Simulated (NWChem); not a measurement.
System: CH$_{4}$BIO; SMILES CB(O)I

NWChem input:

```
start job
memory heap 200 mb stack 900 mb global 1100 mb
geometry units angstroms noautoz
  B      0.074356    -1.369191     0.000000
  I      0.058009     0.826426     0.000000
  C     -1.276118    -2.158762     0.000000
  H     -1.887650    -1.888344     0.885726
  H     -1.107401    -3.253828     0.000000
  H     -1.887650    -1.888344    -0.885726
  O      1.272028    -1.997655     0.000000
  H      2.030853    -1.384003     0.000000
end
basis spherical
  * library def2-svp
end
ecp
  I library def2-ecp
end
dft
  xc becke88 perdew86
  iterations 150
  mulliken
end
task dft energy
```

Parts of the log:

```
             Northwest Computational Chemistry Package (NWChem) 7.3.0
             --------------------------------------------------------

 CS  symmetry detected

                             Geometry "geometry" -> ""
                             -------------------------

 Output coordinates in angstroms (scale by  1.889725989 to convert to a.u.)

  No.       Tag          Charge          X              Y              Z
 ---- ---------------- ---------- -------------- -------------- --------------
    1 B                    5.0000     0.06223563    -1.36299896     0.00000000
    2 I                   53.0000    -0.00056268     0.83178066     0.00000000
    3 C                    6.0000    -1.27123027    -2.18096661     0.00000000
    4 H                    1.0000    -1.88834689    -1.92354797     0.88572600
    5 H                    1.0000    -1.07938158    -3.27221775     0.00000000
    6 H                    1.0000    -1.88834689    -1.92354797    -0.88572600
    7 O                    8.0000     1.27293660    -1.96598187     0.00000000
    8 H                    1.0000     2.01860805    -1.33641199     0.00000000

 Effective nuclear repulsion energy (a.u.)     280.6136769052

      Symmetry information
      --------------------

 Group name             Cs
 Group number              2
 Group order               2
 No. of unique centers     7

 Summary of "ao basis" -> "ao basis" (spherical)
 ------------------------------------------------------------------------------
       Tag                 Description            Shells   Functions and Types
 ---------------- ------------------------------  ------  ---------------------
 B                          def2-svp                 6       14   3s2p1d
 I                          def2-svp                10       26   4s4p2d
 C                          def2-svp                 6       14   3s2p1d
 H                          def2-svp                 3        5   2s1p
 O                          def2-svp                 6       14   3s2p1d

      Symmetry analysis of basis
      --------------------------

        a'         61
        a"         27

            General Information
            -------------------
          SCF calculation type: DFT
          Wavefunction type:  closed shell.
          No. of atoms     :     8
          No. of electrons :    48
           Alpha electrons :    24
            Beta electrons :    24
          Charge           :     0
          Spin multiplicity:     1
          Use of symmetry is: on ; symmetry adaption is: on
          Maximum number of iterations: 150
          AO basis - number of functions:    88
                     number of shells:    40
          Convergence on energy requested:  1.00D-06
          Convergence on density requested:  1.00D-05
          Convergence on gradient requested:  5.00D-04

              XC Information
              --------------
                    Becke 1988 Exchange Functional  1.000
                Perdew 1981 Correlation Functional  1.000 local
                Perdew 1986 Correlation Functional  1.000 non-local

             Grid Information
             ----------------
          Grid used for XC integration:  medium
          Radial quadrature: Mura-Knowles
          Angular quadrature: Lebedev.
          Tag              B.-S. Rad. Rad. Pts. Rad. Cut. Ang. Pts.
          ---              ---------- --------- --------- ---------
          B                   0.85       49           8.0       434
          I                   1.40      123          11.0       590
          C                   0.70       49          10.0       434
          H                   0.35       45          11.0       434
          O                   0.60       49           9.0       434
          Grid pruning is: on
          Number of quadrature shells:   405
          Spatial weights used:  Erf1

      Superposition of Atomic Density Guess
      -------------------------------------

 Sum of atomic energies:        -485.94419497

      Non-variational initial energy
      ------------------------------

 Total energy =    -437.081353
 1-e energy   =   -1031.254516
 2-e energy   =     430.119816
 HOMO         =      -0.345280
 LUMO         =       0.047051

      Symmetry analysis of molecular orbitals - initial
      -------------------------------------------------

  Numbering of irreducible representations:

     1 a'          2 a"

  Orbital symmetries:

     1 a'          2 a'          3 a'          4 a'          5 a'
     6 a'          7 a"          8 a'          9 a'         10 a"
    11 a'         12 a"         13 a'         14 a'         15 a'
    16 a'         17 a'         18 a"         19 a'         20 a"
    21 a'         22 a'         23 a"         24 a'         25 a"
    26 a'         27 a'         28 a'         29 a'         30 a"
    31 a'         32 a'         33 a'         34 a'

     ---------------------------------------------
      Total Density - Mulliken Population Analysis
     ---------------------------------------------

    Atom       Charge   Shell Charges
 -----------   ------   -------------------------------------------------------
    1 B    5     4.49   1.99  0.85  0.17  1.06  0.30  0.12
    2 I   25    25.36   1.83  0.22  1.23  0.67  2.92  3.13  2.67  2.67  9.82  0.19
    3 C    6     6.43   1.99  0.96  0.21  2.12  1.13  0.01
    4 H    1     0.86   0.64  0.19  0.03
    5 H    1     0.87   0.65  0.19  0.03
    6 H    1     0.86   0.64  0.19  0.03
    7 O    8     8.49   1.99  1.11  0.56  3.06  1.76  0.01
    8 H    1     0.65   0.51  0.07  0.06

   convergence    iter        energy       DeltaE   RMS-Dens  Diis-err
 ---------------- ----- ----------------- --------- --------- ---------
 d= 0,ls=0.0,diis     1   -438.3295912283 -6.02D+02  1.70D-02  6.00D-01
 d= 0,ls=0.0,diis     2   -438.1824258494  1.47D-01  1.08D-02  2.08D+00
 d= 0,ls=0.0,diis     3   -438.4005890953 -2.18D-01  2.97D-03  6.91D-02
 d= 0,ls=0.0,diis     4   -438.4048459191 -4.26D-03  1.75D-03  1.94D-02
 d= 0,ls=0.0,diis     5   -438.4076215797 -2.78D-03  4.35D-04  1.15D-03
  Resetting Diis
 d= 0,ls=0.0,diis     6   -438.4077945926 -1.73D-04  1.06D-04  1.18D-04
 d= 0,ls=0.0,diis     7   -438.4078101784 -1.56D-05  4.79D-05  4.03D-06
 d= 0,ls=0.0,diis     8   -438.4078092595  9.19D-07  3.20D-05  1.06D-05
 d= 0,ls=0.0,diis     9   -438.4078107879 -1.53D-06  4.39D-06  2.20D-07
 d= 0,ls=0.0,diis    10   -438.4078108146 -2.66D-08  1.12D-06  1.80D-08

         Total DFT energy =     -438.407810814561
      One electron energy =    -1034.810337959195
           Coulomb energy =      474.261779079300
    Exchange-Corr. energy =      -41.912598699590
 Nuclear repulsion energy =      164.053346764924

 Numeric. integr. density =       47.999996410558

                  Occupations of the irreducible representations
                  ----------------------------------------------

                     irrep           alpha         beta
                     --------     --------     --------
                     a'               18.0         18.0
                     a"                6.0          6.0

                       DFT Final Molecular Orbital Analysis
                       ------------------------------------

 Vector   22  Occ=2.000000D+00  E=-2.791326D-01  Symmetry=a'
              MO Center=  2.2D-02, -6.0D-01,  1.0D-13, r^2= 4.2D+00
   Bfn.  Coefficient  Atom+Function         Bfn.  Coefficient  Atom+Function
  ----- ------------  ---------------      ----- ------------  ---------------
    26      0.447789  2 I  py                29      0.356877  2 I  py
     5      0.285198  1 B  py                74      0.281156  7 O  py
    44      0.185739  3 C  px                23     -0.179394  2 I  py
    45      0.178205  3 C  py                77      0.178340  7 O  py
    20     -0.145686  2 I  py                47      0.125176  3 C  px

 Vector   23  Occ=2.000000D+00  E=-2.400635D-01  Symmetry=a"
              MO Center=  4.0D-02,  6.3D-01, -8.9D-15, r^2= 2.4D+00
   Bfn.  Coefficient  Atom+Function         Bfn.  Coefficient  Atom+Function
  ----- ------------  ---------------      ----- ------------  ---------------
    27      0.585187  2 I  pz                30      0.531864  2 I  pz
    24     -0.239367  2 I  pz                21     -0.193725  2 I  pz
    75     -0.141852  7 O  pz                78     -0.111120  7 O  pz
     6     -0.068635  1 B  pz                46     -0.044525  3 C  pz
     9      0.040320  1 B  pz                49     -0.038800  3 C  pz

 Vector   24  Occ=2.000000D+00  E=-2.335683D-01  Symmetry=a'
              MO Center=  1.8D-02,  6.8D-01, -5.4D-14, r^2= 2.4D+00
   Bfn.  Coefficient  Atom+Function         Bfn.  Coefficient  Atom+Function
  ----- ------------  ---------------      ----- ------------  ---------------
    25      0.593042  2 I  px                28      0.543899  2 I  px
    22     -0.242568  2 I  px                19     -0.196210  2 I  px
    74     -0.102619  7 O  py                45      0.074606  3 C  py
    77     -0.065664  7 O  py                60     -0.061789  5 H  s
    43      0.055636  3 C  s                 61     -0.048430  5 H  s

 Vector   25  Occ=0.000000D+00  E=-4.434046D-02  Symmetry=a"
              MO Center=  1.8D-02, -1.2D+00, -6.3D-16, r^2= 2.8D+00
   Bfn.  Coefficient  Atom+Function         Bfn.  Coefficient  Atom+Function
  ----- ------------  ---------------      ----- ------------  ---------------
     6      0.611534  1 B  pz                 9     -0.559338  1 B  pz
    78      0.307529  7 O  pz                75      0.302022  7 O  pz
    30      0.256136  2 I  pz                56      0.254535  4 H  s
    66     -0.254535  6 H  s                 27      0.162351  2 I  pz
    55      0.150206  4 H  s                 65     -0.150206  6 H  s

 Vector   26  Occ=0.000000D+00  E=-5.252026D-03  Symmetry=a'
              MO Center=  2.5D-01, -1.4D-01, -1.7D-14, r^2= 4.2D+00
   Bfn.  Coefficient  Atom+Function         Bfn.  Coefficient  Atom+Function
  ----- ------------  ---------------      ----- ------------  ---------------
     3      1.039506  1 B  s                 29      0.926159  2 I  py
    18     -0.675556  2 I  s                  8      0.562799  1 B  py
    85     -0.523193  8 H  s                  5     -0.504812  1 B  py
     2      0.405525  1 B  s                 61      0.293655  5 H  s
    26      0.241856  2 I  py                72      0.206132  7 O  s

 Vector   27  Occ=0.000000D+00  E= 2.098573D-02  Symmetry=a'
              MO Center=  1.2D+00, -1.2D+00,  4.7D-14, r^2= 5.1D+00
   Bfn.  Coefficient  Atom+Function         Bfn.  Coefficient  Atom+Function
  ----- ------------  ---------------      ----- ------------  ---------------
    43      1.124335  3 C  s                 85     -0.959793  8 H  s
     3     -0.905499  1 B  s                 72      0.730926  7 O  s
    56     -0.372687  4 H  s                 66     -0.372687  6 H  s
    17      0.334479  2 I  s                 29     -0.335277  2 I  py
    61     -0.224515  5 H  s                 77      0.210766  7 O  py

     ---------------------------------------------
      Total Density - Mulliken Population Analysis
     ---------------------------------------------

    Atom       Charge   Shell Charges
 -----------   ------   -------------------------------------------------------
    1 B    5     5.11   1.99  0.86  0.14  1.53  0.46  0.13
    2 I   25    25.18   1.83  0.22  1.36  0.53  2.94  3.12  2.63  2.53  9.79  0.24
    3 C    6     6.08   1.98  0.90  0.15  2.14  0.89  0.02
    4 H    1     0.93   0.72  0.18  0.02
    5 H    1     0.94   0.73  0.19  0.02
    6 H    1     0.93   0.72  0.18  0.02
    7 O    8     8.04   1.99  1.10  0.54  2.89  1.52  0.01
    8 H    1     0.80   0.67  0.06  0.07

     -------------------------------------------
      Total Density - Lowdin Population Analysis
     -------------------------------------------

    Atom       Charge   Shell Charges
 -----------   ------   -------------------------------------------------------
    1 B    5     5.27   1.96  0.55  0.26  1.39  0.80  0.30
    2 I   25    24.94   1.25  0.73  1.05  0.76  2.77  3.19  2.53  2.63  9.47  0.56
    3 C    6     6.15   1.96  0.58  0.31  1.90  1.34  0.05
    4 H    1     0.94   0.61  0.25  0.07
    5 H    1     0.95   0.62  0.26  0.07
    6 H    1     0.94   0.61  0.25  0.07
    7 O    8     7.93   1.97  0.86  0.55  2.69  1.85  0.02
    8 H    1     0.89   0.55  0.17  0.17

     Multipole analysis of the density
     ---------------------------------

     L   x y z        total         alpha         beta         nuclear
     -   - - -        -----         -----         ----         -------
     0   0 0 0     -0.000000    -24.000000    -24.000000     48.000000

     1   1 0 0      0.228140      0.099184      0.099184      0.029773
     1   0 1 0     -0.336252     21.837599     21.837599    -44.011451
     1   0 0 1     -0.000000     -0.000000     -0.000000      0.000000

     2   2 0 0    -30.770418    -77.968155    -77.968155    125.165891
     2   1 1 0      0.700106     -7.287735     -7.287735     15.275576
     2   1 0 1      0.000000      0.000000      0.000000      0.000000
     2   0 2 0    -34.411423   -206.363483   -206.363483    378.315543
     2   0 1 1      0.000000      0.000000      0.000000      0.000000
     2   0 0 2    -33.899546    -19.751311    -19.751311      5.603075
```

Level: BP86/def2-SVP with def2 effective core potentials on I. Geometry: optimised at PBE-D3(BJ)/def2-SVP. def2 effective core potentials on I; no spin-orbit coupling.
